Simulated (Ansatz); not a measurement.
Start from `O[SiH]1[SiH2][SiH2]1` and change one atom or group to get `Cl[SiH]1[SiH2][SiH2]1`.

Ansatz, PBE0-D4/def2-TZVP geometries, multiplicity 1. Each molecule was computed in one conformer, which needn't be the lowest.

```csv
property,`O[SiH]1[SiH2][SiH2]1`
LUMO energy (PBE/def2-TZVPP) / eV,-2.18
HOMO–LUMO gap (PBE/def2-TZVPP) / eV,3.59
LUMO energy (ωB97M-V/def2-TZVPP) / eV,0.54
HOMO–LUMO gap (B3LYP/def2-TZVPP) / eV,5.14
HOMO energy (B3LYP/def2-TZVPP) / eV,-6.57
size of the dipole moment (ωB97M-V/def2-TZVPP) / D,1.27
```

(1) Give the same properties after the change, and the shifts. (Best estimate.)

Answers

(1) The calculation gave: 
| property | `Cl[SiH]1[SiH2][SiH2]1` | shift |
| --- | --- | --- |
| LUMO energy (PBE/def2-TZVPP) / eV | -2.52 | -0.34 |
| HOMO–LUMO gap (PBE/def2-TZVPP) / eV | 3.43 | -0.16 |
| LUMO energy (ωB97M-V/def2-TZVPP) / eV | 0.22 | -0.32 |
| HOMO–LUMO gap (B3LYP/def2-TZVPP) / eV | 4.99 | -0.15 |
| HOMO energy (B3LYP/def2-TZVPP) / eV | -6.75 | -0.18 |
| size of the dipole moment (ωB97M-V/def2-TZVPP) / D | 1.26 | -0.01 |

With PBE0 the HOMO falls by 0.19 eV and the LUMO falls by 0.36 eV, so the gap narrows by about 0.17 eV. PBE moves the HOMO by -0.18 eV and ωB97M-V by -0.18 eV. The zero-point energy changes by -32.0 kJ/mol with -3 modes. Dipoles are sizes alone; their direction can turn.

B3LYP here is the variant with VWN-RPA as its local correlation; programs differ in this.
